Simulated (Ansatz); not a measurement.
Correlation energies of AlGeH5O2Si (`[OH][Al]1[O][GeH2][SiH2]1`) by basis set

Cartesian coordinates in Å:
```
O 2.9586 0.2728 0.3831
Al 1.2927 0.2112 0.1324
O 0.3636 1.4936 -0.5058
Ge -1.3473 0.8869 -0.5571
Si -0.6668 -1.2282 0.3553
H 3.4803 -0.4430 0.7401
H -2.2051 1.8201 0.3173
H -1.8212 0.9347 -2.0216
H -1.2121 -1.5489 1.7018
H -0.8427 -2.3991 -0.5454
```

Charge 0, multiplicity 1. Correlated methods include outer-core shells of Ge, which these sets cover unevenly. Scalar relativity is left out up to krypton. The geometry is a stationary point of PBE0-D4/def2-TZVP. It is one conformer, not always the lowest. Frozen core, restricted reference, the Gaussian-basis code of Ansatz.

```json
{"basis": "def2-SVP", "HF (Eh)": "-2758.41220", "MP2 corr.": "?", "CCSD corr.": "?", "(T)": "-0.02231", "CCSD(T) total": "?"}
{"basis": "def2-TZVPP", "HF (Eh)": "-2759.06272", "MP2 corr.": "-0.92725", "CCSD corr.": "-0.95556", "(T)": "?", "CCSD(T) total": "?"}
{"basis": "def2-QZVPP", "HF (Eh)": "-2759.12798", "MP2 corr.": "?", "CCSD corr.": "–", "(T)": "–", "CCSD(T) total": "–"}
```

(1) Fill in the withheld values. (Estimate.)

## Answers

(1) Computed: def2-SVP MP2 corr.: -0.75724; def2-SVP CCSD corr.: -0.78914; def2-SVP CCSD(T) total: -2759.22365; def2-TZVPP (T): -0.03782; def2-TZVPP CCSD(T) total: -2760.05610; def2-QZVPP MP2 corr.: -1.24462.
